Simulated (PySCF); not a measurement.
Compound: C6H12O2Si.
SMILES with atom numbers: `[CH2:1]=[CH:2][CH2:3][Si@@:4]([CH3:5])([OH:6])[O:7][CH:8]=[CH2:9]` (hydrogens: H10, H11 on C1; H12 on C2; H13, H14 on C3; H15, H16, H17 on C5; H18 on O6; H19 on C8; H20, H21 on C9)

Computed by this run: PBE0-D3(BJ)/def2-SVP geometry optimisation, gas phase in PySCF 2.14.0; density fitting, grid level 1; the optimiser is geomeTRIC in internal coordinates, started from a GFN2-xTB structure with every atom displaced at random (about 0.01 Å).

Step 1: E = -18365.8201 eV
```
atom  x, y, z in Å  |  force x, y, z in eV/Å
C1     -3.0711    0.5045    0.7518    0.234  -0.036  -0.141
C2     -2.3392    0.2456   -0.3372   -0.181  -0.089  -0.047
C3     -0.9525    0.7309   -0.6019   -0.115  -0.188  -0.326
Si4     0.2445   -0.7224   -0.5980    0.594   0.377   0.247
C5      0.4255   -1.4883    1.0896   -0.264  -0.205   0.087
O6     -0.2526   -1.7940   -1.7619    0.046   0.098   0.019
O7      1.7974   -0.2234   -1.0909   -0.325  -0.136  -0.051
C8      2.6497    0.6720   -0.5706    0.188  -0.123  -0.353
C9      2.4371    1.5085    0.4464    0.065   0.254   0.264
H10    -2.6939    1.1553    1.5449   -0.001   0.042   0.072
H11    -4.0607    0.0693    0.8856   -0.119  -0.017   0.009
H12    -2.7576   -0.4216   -1.1065    0.018   0.077   0.081
H13    -0.6545    1.4962    0.1287    0.105  -0.031   0.066
H14    -0.8850    1.1954   -1.6065    0.008  -0.078   0.113
H15     0.6902   -0.7404    1.8514    0.008   0.083  -0.041
H16     1.1980   -2.2741    1.1267   -0.050   0.038  -0.117
H17    -0.5381   -1.9371    1.3889    0.097   0.018   0.012
H18     0.4129   -2.4082   -2.0898   -0.060   0.050   0.044
H19     3.6115    0.6684   -1.1110   -0.163   0.030   0.146
H20     3.2257    2.2054    0.7544   -0.129  -0.168  -0.073
H21     1.4916    1.5420    0.9948    0.043   0.005  -0.012
```

Step 2: E = -18365.8441 eV
```
atom  x, y, z in Å  |  force x, y, z in eV/Å
C1     -3.0724    0.4841    0.7393   -0.116  -0.093  -0.026
C2     -2.3640    0.2136   -0.3601    0.068   0.117   0.126
C3     -0.9816    0.7175   -0.6212   -0.050  -0.076  -0.181
Si4     0.2455   -0.6931   -0.5800    0.314   0.134   0.068
C5      0.4074   -1.4675    1.1030   -0.109  -0.037   0.068
O6     -0.2455   -1.7630   -1.7438   -0.012  -0.047  -0.064
O7      1.7826   -0.1951   -1.0992   -0.197   0.003   0.028
C8      2.6517    0.6894   -0.5883    0.067  -0.070  -0.012
C9      2.4927    1.4902    0.4709    0.019  -0.024  -0.036
H10    -2.6891    1.1395    1.5288    0.013  -0.001  -0.028
H11    -4.0692    0.0604    0.8852   -0.010   0.001   0.025
H12    -2.7869   -0.4574   -1.1193    0.014   0.047   0.016
H13    -0.6911    1.4885    0.1088    0.001   0.008   0.025
H14    -0.9108    1.1710   -1.6263    0.024  -0.022   0.017
H15     0.6698   -0.7144    1.8616    0.020   0.001  -0.005
H16     1.1839   -2.2474    1.1232    0.007   0.007  -0.039
H17    -0.5499   -1.9240    1.4016    0.025   0.020  -0.014
H18     0.4213   -2.3759   -2.0669   -0.019  -0.011   0.006
H19     3.5914    0.6994   -1.1549   -0.014   0.030   0.010
H20     3.3129    2.1507    0.7555   -0.033   0.015   0.017
H21     1.5803    1.5180    1.0709   -0.010  -0.002  -0.003
```

Question: Estimate the geometry and energy of step 3. (The exact step hangs on the optimiser's Hessian estimate; all steps are aligned on step 2, rigid shifts and turns removed.)

Answer: E = -18365.8390 eV, largest force 0.408 eV/Å
```
atom  x, y, z in Å  |  force x, y, z in eV/Å
C1     -3.1029    0.4662    0.7364    0.144   0.127   0.097
C2     -2.3548    0.2322   -0.3445   -0.054  -0.125  -0.199
C3     -0.9710    0.7267   -0.6229   -0.120   0.110   0.242
Si4     0.2608   -0.6743   -0.5672    0.055  -0.071  -0.044
C5      0.4158   -1.4479    1.1161    0.011   0.063   0.029
O6     -0.2491   -1.7465   -1.7217   -0.027  -0.067  -0.057
O7      1.7857   -0.1916   -1.1153    0.021  -0.055  -0.130
C8      2.6698    0.6838   -0.6159   -0.252   0.059   0.316
C9      2.4936    1.4544    0.4641    0.139   0.003  -0.098
H10    -2.7451    1.1142    1.5443   -0.033  -0.009   0.019
H11    -4.1006    0.0300    0.8485    0.079   0.012  -0.023
H12    -2.7671   -0.4287   -1.1147   -0.021  -0.037  -0.080
H13    -0.6701    1.5004    0.1019   -0.012   0.038  -0.012
H14    -0.9005    1.1694   -1.6306   -0.020   0.003  -0.026
H15     0.6955   -0.6948    1.8691    0.018  -0.049   0.011
H16     1.1856   -2.2337    1.1189    0.026  -0.016   0.013
H17    -0.5413   -1.8951    1.4224   -0.027   0.008  -0.021
H18     0.4056   -2.3721   -2.0428    0.006  -0.034  -0.006
H19     3.6009    0.7196   -1.1905    0.022  -0.022  -0.059
H20     3.2901    2.1281    0.7739    0.055   0.064   0.033
H21     1.5779    1.4440    1.0591   -0.011  -0.003  -0.005
```

The energy changes by +0.0051 eV. The first-order estimate −F·Δx gives -0.0192 eV and the mean of the old and new forces, exact on a quadratic surface, +0.0048 eV. The step makes an angle of 78° with the force vector and moves no atom by more than 0.075 Å. The energy falls at the start of this step and ends higher, so the step passed the lowest point of its straight line.

What follows is the cost of the whole optimisation. On one thread, Intel Xeon Platinum 8559C (x86_64), on a shared host, this took 3.3 min wall and 0.87 GiB of memory at its peak.
